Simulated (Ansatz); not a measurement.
**Question.** Name a neutral molecule of B, C, O, Si and H with HOMO–LUMO gap (B3LYP/def2-TZVPP) between 4.55 and 4.85 eV and LUMO energy (B3LYP/def2-TZVPP) between -2.40 and -2.10 eV (Ansatz, PBE0-D4/def2-TZVP geometry).

**Answer.** `O=C[SiH2]BO` (4.83 eV, -2.26 eV); `CB[SiH](O)[SiH3]` (4.80 eV, -2.17 eV). Other molecules can fit too; these were computed, each in one conformer that needn't be the lowest.

B3LYP here is the variant with VWN-RPA as its local correlation; programs differ in this.
